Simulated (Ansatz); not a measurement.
A run on `C[SiH](Cl)[GeH3]` with other settings.

```yaml
crystal:
  periodic: [false, false, false]
  atoms:
    - {symbol: C, position_ang: [0.091737, 1.581460, 0.754239]}
    - {symbol: Si, position_ang: [0.416570, -0.250783, 0.678232]}
    - {symbol: Cl, position_ang: [2.460659, -0.566274, 0.589624]}
    - {symbol: Ge, position_ang: [-0.559402, -1.275051, -1.234340]}
    - {symbol: H, position_ang: [0.464091, 2.080306, -0.142682]}
    - {symbol: H, position_ang: [0.583576, 2.021035, 1.624768]}
    - {symbol: H, position_ang: [-0.982959, 1.767694, 0.832659]}
    - {symbol: H, position_ang: [-0.060673, -0.915295, 1.919351]}
    - {symbol: H, position_ang: [-2.089170, -1.097686, -1.214276]}
    - {symbol: H, position_ang: [-0.015867, -0.624534, -2.517422]}
    - {symbol: H, position_ang: [-0.243163, -2.777872, -1.269555]}
basis:
  gaussian: {orbitals: pcseg-2}
total_charge: 1
magnetization: {spin_polarized: true, initial_magnetization: 1}
hamiltonian: {xc: {name: B2GP-PLYP}}
output: {forces: true}
```

```sh
$ ansatz run in.yaml --threads 4 --pin off --events-out ev --progress --plain --max-ram 10444MiB
```

Shortened log:

```
Functional definition: B2GP-PLYP
1445 factors; integrals over basis functions are off by at most 1.0e-3 eV
mean field evaluation 1: about -78025.0971 eV, gradient 3.4e1 eV
mean field evaluation 2: about -78025.2239 eV, gradient 3.4e1 eV
mean field evaluation 4: about -78030.6203 eV, gradient 2.4e0 eV
mean field evaluation 8: about -78030.6785 eV, gradient 3.4e-1 eV
mean field evaluation 16: about -78030.6857 eV, gradient 1.1e-2 eV
mean field evaluation 32: about -78030.6857 eV, gradient 9.6e-6 eV
mean field -78030.68568585 eV, -2867.5748078564 hartree, gradient 9.6e-6 eV, S^2 0.759666; 2 other end points of the search recorded, 0 dependent functions left out
20 core orbitals not correlated: weight in the atoms' cores, before any rotation towards them, 1.000 or more for the frozen orbitals, at most 0.000 for the correlated occupied ones
reference -78030.68583778 eV, -2867.5748134400 hartree; 18, 17 occupied and 201, 202 virtual orbitals, 1445 factors
second order -20.82005274 eV of doubles, -0.00000000 eV of singles
Total energy: -78038.18105677 eV, -2867.8502576573 hartree
Atom 0 at     0.091737     1.581460     0.754239 Å, force    -0.504968     0.243553    -0.953893 eV/Å
Atom 1 at     0.416570    -0.250783     0.678232 Å, force     2.013678     1.391397     2.901919 eV/Å
Atom 2 at     2.460659    -0.566274     0.589624 Å, force    -1.133193    -0.132724    -0.353231 eV/Å
Atom 3 at    -0.559402    -1.275051    -1.234340 Å, force    -1.218890    -1.500886    -2.840744 eV/Å
Atom 4 at     0.464091     2.080306    -0.142682 Å, force    -0.071696     0.018128     0.181069 eV/Å
Atom 5 at     0.583576     2.021035     1.624768 Å, force     0.111685    -0.403618     0.019392 eV/Å
Atom 6 at    -0.982959     1.767694     0.832659 Å, force     0.173365    -0.066951    -0.021353 eV/Å
Atom 7 at    -0.060673    -0.915295     1.919351 Å, force    -0.144094    -0.385990    -0.548557 eV/Å
Atom 8 at    -2.089170    -1.097686    -1.214276 Å, force     0.295292     0.312585     0.591389 eV/Å
Atom 9 at    -0.015867    -0.624534    -2.517422 Å, force     0.230245     0.229863     0.530413 eV/Å
Atom 10 at    -0.243163    -2.777872    -1.269555 Å, force     0.248576     0.294643     0.493596 eV/Å
Dipole moment:    -0.362750     0.232828     0.113875 e Å
```

Run time 28 s (4 threads of an Arm Neoverse V2 on a shared host); peak host memory 1.2 GiB.
